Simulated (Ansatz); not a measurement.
Coupled-cluster run, C$_{2}$H$_{6}$AlNOSi, SMILES `OC1=NC[SiH]1[AlH2]`.

```yaml
crystal:
  periodic: [false, false, false]
  atoms:
    - {symbol: O, position_ang: [1.037427, -2.331841, 0.347377]}
    - {symbol: C, position_ang: [0.275429, -1.355138, -0.135655]}
    - {symbol: N, position_ang: [-0.951358, -1.497907, -0.473185]}
    - {symbol: C, position_ang: [-1.336615, -0.145115, -0.948578]}
    - {symbol: Si, position_ang: [0.408025, 0.489755, -0.499357]}
    - {symbol: Al, position_ang: [0.798213, 2.011783, 1.395364]}
    - {symbol: H, position_ang: [0.494647, -3.135464, 0.371656]}
    - {symbol: H, position_ang: [-1.594707, -0.154711, -2.009720]}
    - {symbol: H, position_ang: [-2.188997, 0.248566, -0.391295]}
    - {symbol: H, position_ang: [1.298692, 0.819571, -1.655682]}
    - {symbol: H, position_ang: [2.055638, 1.800534, 2.340578]}
    - {symbol: H, position_ang: [-0.219395, 3.194666, 1.692695]}
basis:
  gaussian: {orbitals: def2-TZVPP}
correlation: {method: ccsd_t}
```

```sh
$ ansatz run in.yaml --threads 4 --pin off --events-out ev --progress --plain --max-ram 10444MiB
```

Log, shortened:

```
Functional definition: HF
1753 factors; integrals over basis functions are off by at most 1.3e-3 eV
mean field evaluation 1: about -20115.9155 eV, gradient 4.1e1 eV
mean field evaluation 2: about -20116.2919 eV, gradient 4.2e1 eV
mean field evaluation 4: about -20120.9114 eV, gradient 5.7e0 eV
mean field evaluation 8: about -20121.0437 eV, gradient 5.2e-1 eV
mean field evaluation 16: about -20121.0459 eV, gradient 7.6e-6 eV
mean field -20121.04592429 eV, -739.4347991828 hartree, gradient 7.6e-6 eV, S^2 0.000000; 0 other end points of the search recorded, 0 dependent functions left out
14 core orbitals not correlated: weight in the atoms' cores, before any rotation towards them, 1.000 or more for the frozen orbitals, at most 0.000 for the correlated occupied ones
reference -20121.04592429 eV, -739.4347991828 hartree; 16, 16 occupied and 262, 262 virtual orbitals, 1753 factors
second order -25.86868198 eV of doubles, -0.00000000 eV of singles
cycle   1  -26.11023293 eV  change   -2.4e-1 eV  update   1.3e-1
cycle   2  -26.87793659 eV  change   -7.7e-1 eV  update   4.1e-2
cycle   3  -27.05491486 eV  change   -1.8e-1 eV  update   2.2e-2
cycle   4  -27.03788262 eV  change    1.7e-2 eV  update   5.9e-3
cycle   5  -27.03563922 eV  change    2.2e-3 eV  update   3.4e-3
cycle   6  -27.03719782 eV  change   -1.6e-3 eV  update   1.2e-3
cycle   7  -27.03680100 eV  change    4.0e-4 eV  update   6.4e-4
cycle   8  -27.03644285 eV  change    3.6e-4 eV  update   2.9e-4
cycle   9  -27.03651288 eV  change   -7.0e-5 eV  update   1.3e-4
cycle  10  -27.03659320 eV  change   -8.0e-5 eV  update   5.8e-5
cycle  11  -27.03652805 eV  change    6.5e-5 eV  update   2.3e-5
cycle  12  -27.03655159 eV  change   -2.4e-5 eV  update   1.1e-5
perturbative correction -1.22681862 eV, -0.0450847525 hartree
Total energy: -20149.30929449 eV, -740.4734588800 hartree
```

Run time 2.6 min (4 threads of an Intel Xeon Platinum 8488C on a shared host); peak host memory 9.1 GiB.

MP2 recovers 91.5 % of the CCSD(T) correlation energy and the triples give 4.3 %; T1 = 0.0146.
